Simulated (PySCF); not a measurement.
C₃H₈NO (SMILES C[NH+](C)C=O), charge +1, singlet, at a GFN2-xTB geometry, with bond 6-1 at 1.25 times its length; HF/3-21G (PySCF).

Here is a job for PySCF.
```python
from pyscf import gto, scf

mol = gto.Mole()
mol.atom = '''
    C    -0.455931    1.590214   -0.292426
    N    -0.245115    0.316389    0.429280
    C    -1.302593   -0.671316    0.137680
    C     1.132892   -0.230585    0.084814
    O     1.255854   -1.291256   -0.387020
    H    -0.434763    1.362070   -1.634629
    H     0.320743    2.311034   -0.041546
    H    -1.423107    2.013531   -0.025984
    H    -0.248979    0.515467    1.438856
    H    -1.312236   -0.891967   -0.928672
    H    -1.111472   -1.596974    0.678349
    H    -2.272885   -0.277832    0.431594
    H     1.909705    0.504490    0.324391
'''
mol.basis = '3-21g'
mol.charge = 1
mol.spin = 0
mol.verbose = 4
mol.build()

mf = scf.RHF(mol)
mf.kernel()
mo_i, mo_e, stable_i, stable_e = mf.stability(internal=True, external=True, return_status=True, nroots=6, tol=1e-6)
print('internally stable:', stable_i, ' externally stable:', stable_e)
if not stable_e:
    umf = mf.to_uhf() if not hasattr(mf, 'xc') else mf.to_uks()
    umf.scf_summary = {}
    umf.kernel(umf.make_rdm1(mo_e, umf.mo_occ))
```

Question: Predict the main parts of the log of this PySCF run.

Answer: 
```
PySCF version 2.14.0

[INPUT] verbose = 4
[INPUT] num. atoms = 13
[INPUT] num. electrons = 40
[INPUT] charge = 1
[INPUT] spin (= nelec alpha-beta = 2S) = 0
[INPUT] symmetry False subgroup None
[INPUT] Mole.unit = angstrom
[INPUT] Symbol           X                Y                Z      unit          X                Y                Z       unit  Magmom
[INPUT]  1 C     -0.455931000000   1.590214000000  -0.292426000000 AA   -0.861584721699   3.005068939449  -0.552605051702 Bohr   0.0
[INPUT]  2 N     -0.245115000000   0.316389000000   0.429280000000 AA   -0.463200219023   0.597888558825   0.811221630753 Bohr   0.0
[INPUT]  3 C     -1.302593000000  -0.671316000000   0.137680000000 AA   -2.461544021776  -1.268603383039   0.260177492830 Bohr   0.0
[INPUT]  4 C      1.132892000000  -0.230585000000   0.084814000000 AA    2.140855608711  -0.435742498433   0.160275231529 Bohr   0.0
[INPUT]  5 O      1.255854000000  -1.291256000000  -0.387020000000 AA    2.373220112440  -2.440120196701  -0.731361804729 Bohr   0.0
[INPUT]  6 H     -0.434763000000   1.362070000000  -1.634629000000 AA   -0.821582999094   2.573939262486  -3.089001125272 Bohr   0.0
[INPUT]  7 H      0.320743000000   2.311034000000  -0.041546000000 AA    0.606116426371   4.367221324558  -0.078510561571 Bohr   0.0
[INPUT]  8 H     -1.423107000000   2.013531000000  -0.025984000000 AA   -2.689282475951   3.805022133322  -0.049102643621 Bohr   0.0
[INPUT]  9 H     -0.248979000000   0.515467000000   1.438856000000 AA   -0.470502120768   0.974091456251   2.719043772687 Bohr   0.0
[INPUT] 10 H     -1.312236000000  -0.891967000000  -0.928672000000 AA   -2.479766650795  -1.685573342150  -1.754935739552 Bohr   0.0
[INPUT] 11 H     -1.111472000000  -1.596974000000   0.678349000000 AA   -2.100377675123  -3.017843488051   1.281893826873 Bohr   0.0
[INPUT] 12 H     -2.272885000000  -0.277832000000   0.431594000000 AA   -4.295130162632  -0.525026388640   0.815594457006 Bohr   0.0
[INPUT] 13 H      1.909705000000   0.504490000000   0.324391000000 AA    3.608819428713   0.953347932582   0.613010147274 Bohr   0.0

nuclear repulsion = 191.388155808156
number of shells = 41
number of NR pGTOs = 99
number of NR cGTOs = 61
basis = 3-21g
ecp = {}

******** <class 'pyscf.scf.hf.RHF'> ********
method = RHF
initial guess = minao
damping factor = 0
level_shift factor = 0
DIIS = <class 'pyscf.scf.diis.CDIIS'>
diis_start_cycle = 1
diis_space = 8
diis_damp = 0
SCF conv_tol = 1e-09
SCF conv_tol_grad = None
SCF max_cycles = 50
direct_scf = True
direct_scf_tol = 1e-13
Set gradient conv threshold to 3.16228e-05
Initial guess from minao.
init E= -246.878739511286
cycle= 1 E= -245.67983376077  delta_E=  1.2  |g|= 0.913  |ddm|= 3.08
cycle= 2 E= -245.784756976066  delta_E= -0.105  |g|= 0.833  |ddm|= 1.62
cycle= 3 E= -245.911009514226  delta_E= -0.126  |g|= 0.0784  |ddm|= 0.673
cycle= 4 E= -245.913354576824  delta_E= -0.00235  |g|= 0.0357  |ddm|= 0.102
cycle= 5 E= -245.913866106613  delta_E= -0.000512  |g|= 0.0128  |ddm|= 0.0545
cycle= 6 E= -245.914005756033  delta_E= -0.00014  |g|= 0.00651  |ddm|= 0.035
cycle= 7 E= -245.914030480053  delta_E= -2.47e-05  |g|= 0.00157  |ddm|= 0.0171
cycle= 8 E= -245.914031575979  delta_E= -1.1e-06  |g|= 0.000361  |ddm|= 0.00301
cycle= 9 E= -245.914031627965  delta_E= -5.2e-08  |g|= 8.51e-05  |ddm|= 0.000579
cycle= 10 E= -245.914031631422  delta_E= -3.46e-09  |g|= 2.12e-05  |ddm|= 0.000166
cycle= 11 E= -245.914031631692  delta_E= -2.7e-10  |g|= 6.1e-06  |ddm|= 6.02e-05
Extra cycle  E= -245.914031631701  delta_E= -9.09e-12  |g|= 3.8e-06  |ddm|= 1e-05
converged SCF energy = -245.914031631701
rhf_internal: lowest eigs of H = [0.82683463 1.43693761 1.54286052 1.79519941 1.84698108 1.89380504]
<class 'pyscf.scf.hf.RHF'> wavefunction is stable in the internal stability analysis
rhf_real2complex: lowest eigs of H = [0.17446528 0.33406378 0.35991893 0.40707969 0.4360634  0.44890762]
<class 'pyscf.scf.hf.RHF'> wavefunction is stable in the real -> complex stability analysis
rhf_external: lowest eigs of H = [0.01867714 0.13429821 0.15842088 0.26418505 0.2986547  0.32856036]
<class 'pyscf.scf.hf.RHF'> wavefunction is stable in the RHF/RKS -> UHF/UKS stability analysis
internally stable: True  externally stable: True
```
